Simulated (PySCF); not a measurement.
H5NOSi2 (calculated)

Calculation on a computer-drawn molecule: optimised geometry and harmonic frequencies of an isolated molecule of the commonest isotopes, restricted reference for singlets and unrestricted otherwise, frozen core in MP2. Program: PySCF 2.14.0.

```json
{"formula": "H5NOSi2", "start_structure": {"atoms_angstrom": [["N", 2.6753, 1.9288, 0.0956], ["Si", 2.4021, 0.851, 1.3879], ["O", 2.2254, -0.4929, 0.6134], ["Si", 2.0487, -1.4735, -0.6906], ["H", 2.7933, 2.9526, 0.1804], ["H", 2.5819, 1.6964, -0.9072], ["H", 3.3084, -1.357, -1.5374], ["H", 0.9172, -0.973, -1.4693], ["H", 1.8144, -2.8079, -0.1915]]}, "given": {"charge": 0, "multiplicity": 1, "method": "HF", "basis": "cc-pV(D+d)Z", "drawn_bonds_atom": [1, 2, 3, 1, 1, 4, 4, 4], "drawn_bonds_other_atom": [2, 3, 4, 5, 6, 7, 8, 9], "drawn_bonds_order": [1, 1, 1, 1, 1, 1, 1, 1]}, "results": {"optimised_atom_element": ["N", "Si", "O", "Si", "H", "H", "H", "H", "H"], "optimised_atom_x [angstrom]": [2.646, 2.373, 2.271, 2.051, 2.764, 2.709, 3.241, 0.8648, 1.847], "optimised_atom_y [angstrom]": [2.292, 0.8141, -0.1754, -1.694, 3.154, 2.407, -2.101, -1.717, -2.654], "optimised_atom_z [angstrom]": [0.3113, 1.101, -0.2355, -0.8176, 0.8092, -0.6842, -1.595, -1.699, 0.2905], "modes_frequency [cm^-1]": [47.01, 93.42, 98.7, 298.8, 498.3, 556.8, 589.0, 786.3, 795.2, 832.0, 906.5, 1040, 1041, 1050, 1108, 1669, 2309, 2318, 2333, 3765, 3877], "modes_reduced_mass [dalton]": [1.24, 4.531, 4.428, 3.681, 1.222, 1.071, 4.114, 1.215, 1.182, 1.709, 4.518, 1.054, 1.097, 2.386, 1.713, 1.136, 1.049, 1.052, 1.02, 1.051, 1.097], "rotational_constants [GHz]": [18.13, 2.05, 1.882], "total_energy [hartree]": -710.1918, "convergence_status_largest_gradient_component [hartree/bohr]": 9.797e-06}}
```
